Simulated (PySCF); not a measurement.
Si(H)(SH)3 (H₄S₃Si), SMILES S[SiH](S)S. The structure is a stationary point at PBE-D3(BJ)/def2-SVP. The values are those of a single conformer.

Computed equilibrium geometry at PBE-D3(BJ)/def2-SVP (PySCF confirms it by a frequency run) as a Z-matrix (one conformer of several):
```
Si
H 1 1.5009
S 1 2.1517 2 103.27
H 3 1.3637 1 93.69 2 179.15
S 1 2.1537 2 115.07 3 -116.61
H 5 1.3649 1 94.08 2 -78.92
S 1 2.1611 2 109.84 3 124.77
H 7 1.3645 1 93.80 2 -40.39
```
Charge 0, spin multiplicity 1.
